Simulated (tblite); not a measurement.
C₆H₉FN (doublet state).
Atom-mapped SMILES: `[CH2:1][CH2:2][C@@H:3]1[CH:4]=[N:5][CH2:6][C@@H:7]1[F:8]` (hydrogens: H9, H10 on C1; H11, H12 on C2; H13 on C3; H14 on C4; H15, H16 on C6; H17 on C7)

The geometry is computed with GFN2-xTB (gas phase). This method treats the open shell by occupation alone, without spin polarisation.

(1) What internal coordinates does the optimisation give?

## Answers

(1) 
| bond | length (pm) |
| --- | --- |
| C1–C2 | 146.9 |
| C2–C3 | 153.8 |
| C3–C4 | 150.7 |
| C4=N5 | 125.7 |
| N5–C6 | 144.0 |
| C6–C7 | 154.7 |
| C7–F8 | 138.0 |
| C3–C7 | 154.3 |
| C1–H9, C1–H10 | 107.2 |
| C2–H11 | 109.4 |
| C2–H12 | 110.3 |
| C3–H13 | 109.4 |
| C4–H14 | 107.8 |
| C6–H15 | 109.2 |
| C6–H16 | 109.1 |
| C7–H17 | 109.4 |

Bonds in one row agree within 1 pm and their mean is given. A selection of angles:
| angle | degrees |
| --- | --- |
| C2–C1–H9 | 120.5 |
| H9–C1–H10 | 118.7 |
| C1–C2–C3 | 112.6 |
| C1–C2–H11 | 110.6 |
| C1–C2–H12 | 110.5 |
| C3–C2–H11 | 109.7 |
| C3–C2–H12 | 107.1 |
| H11–C2–H12 | 106.1 |
| C2–C3–C4 | 111.9 |
| C2–C3–C7 | 114.3 |
| C2–C3–H13 | 108.9 |
| C4–C3–C7 | 101.3 |
| C4–C3–H13 | 109.8 |
| C7–C3–H13 | 110.5 |
| C3–C4–N5 | 116.7 |
| C3–C4–H14 | 121.9 |
| N5–C4–H14 | 121.4 |
| C4–N5–C6 | 110.4 |
| N5–C6–C7 | 107.3 |
| N5–C6–H15 | 109.1 |
| N5–C6–H16 | 109.0 |
| C7–C6–H15 | 110.7 |
| C7–C6–H16 | 112.5 |
| H15–C6–H16 | 108.3 |
| C6–C7–F8 | 109.9 |
| C6–C7–H17 | 112.9 |
| F8–C7–H17 | 105.4 |
| C3–C7–C6 | 104.1 |
| C3–C7–F8 | 111.7 |
| C3–C7–H17 | 113.0 |

Torsions: C1–C2–C3–C4 -71° (synclinal); C2–C3–C4–N5 -125° (anticlinal); C3–C4–N5–C6 0° (synperiplanar); C4–N5–C6–C7 3° (synperiplanar); N5–C6–C7–F8 115° (anticlinal); C2–C3–C7–C6 125° (anticlinal).

The 5 C–C bonds span 1.469 Å (C1–C2, drawn single) to 1.547 Å (C6–C7, drawn single), a spread of 0.078 Å. The C–N distances run from 1.257 Å (C4=N5, drawn double) to 1.440 Å (N5–C6, drawn single), a spread of 0.183 Å. Of the pairs four or more bonds apart, F8···H12 is among the closest relative to their van der Waals radii: 2.54 Å, 95 % of the sum of Bondi's values. C1 (carbon bonded to C and 2 H) is planar (angles 120.6°, 120.5° and 118.7°, sum 359.8°, 0.03 Å off the plane of its three neighbours). The 5-membered ring C3–C4–N5–C6–C7 has internal angles of 101.3° to 116.7° (sum 540°, against 540° for a flat polygon); it is almost planar, 0.02 Å rms from its mean plane, widest ring torsion 5°. N5 (nitrogen bonded to 2 C) is bent (angle 110.4°). C4 (carbon bonded to C, N and H) is planar (angles 121.9°, 121.4° and 116.7°, sum 360.0°, 0.01 Å off the plane of its three neighbours).

Point group: C1 (no symmetry element, even within 0.4 Å). Its GFN2-xTB frequencies are all real (lowest 46 cm⁻¹). Torsions: H–C1–C2–C3 -35° and 150°, C1–C2–C3–C4 -71°. 3 starts were optimised and ended at 0.00, 0.88 and 1.01 kcal/mol (GFN2-xTB); the lowest of these is shown.

One conformer stands for the species.
